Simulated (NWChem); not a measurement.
SiH$_{3}$F; SMILES F[SiH3]

```xyz
5

Si     0.0000     0.0000    -0.4590
F      0.0000     0.0000     1.1655
H      0.9981     0.9981    -0.9329
H      0.3653    -1.3634    -0.9329
H     -1.3634     0.3653    -0.9329
```
Atoms are numbered in this order, from 1.

All runs: NWChem. Geometry optimised at PBE0/def2-SVP; all other runs use it. 

```csv
quantity,level,value
"vertical, lowest state with f > 0.02, singlet (eV)","CAM-B3LYP/def2-SVPD, TDA",…
cavity-dispersion-structure term (kcal/mol) in water,"PBE0/def2-SVP, SMD",2.4
−ε(HOMO) (eV),PBE/def2-SVP,…
"anisotropy (bohr³), static",CAM-B3LYP/def2-SVPD,2.1
dipole (D),PBE0/def2-SVP,1.42
highest harmonic frequency (cm⁻¹),PBE0/def2-SVP,…
```

Complete the blanks.


- vertical, lowest state with f > 0.02, singlet (eV), value: 9.45
- −ε(HOMO) (eV), value: 8.15
- highest harmonic frequency (cm⁻¹), value: 2270
